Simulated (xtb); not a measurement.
CH₈N₂Si₂, SMILES N[Si@H]1NC[SiH2]1. All values are semi-empirical tight-binding results from xtb (GFN2-xTB unless named), good for trends rather than for accurate numbers. The structure is a stationary point at GFN2-xTB. The structure was generated by enumeration; whether it is a known compound was not checked. One conformer was computed; it need not be the lowest.

Optimised geometry:

```xyz
13

N      2.0874    -0.9275     0.4264
Si     0.4812    -0.8045    -0.1901
N     -0.8206    -0.5672     0.9219
C     -1.5792     0.6202     0.5390
Si    -0.3580     1.2586    -0.8104
H      2.4335    -0.2272     1.0608
H      2.4613    -1.8291     0.6699
H      0.3683    -2.0158    -1.0149
H     -1.2582    -1.2024     1.5712
H     -1.7355     1.2747     1.4018
H     -2.5703     0.3597     0.1508
H      0.2306     2.5462    -0.4174
H     -1.0460     1.4781    -2.0880
```

Computed properties:
The orbital gap comes out as 4.03 eV, the dipole moment is 1.32 D and the zero-point energy comes out as 57.8 kcal/mol. The G − E(el) at 298.15 K (modified RRHO) comes out as 38.0 kcal/mol and the static polarisability (D4 model) is 83.8 bohr³. The solvation energy, GFN2-xTB/ALPB(water) comes out as -2.3 kcal/mol and the solvation energy, GFN2-xTB/ALPB(hexane) is -2.7 kcal/mol.

Q: Give the atomic charges and the Wiberg bond orders between heavy atoms. (An estimate is asked for; the answer gives what the named calculation found.)

A: charges (e) N1 -0.42, Si2 0.43, N3 -0.36, C4 -0.09, Si5 0.37, H6 0.15, H7 0.14, H8 -0.10, H9 0.12, H10 0.00, H11 -0.01, H12 -0.10, H13 -0.11. Bond orders N1–Si2 1.10, Si2–N3 1.14, N3–C4 1.04, Si2–Si5 0.79, C4–Si5 0.89.
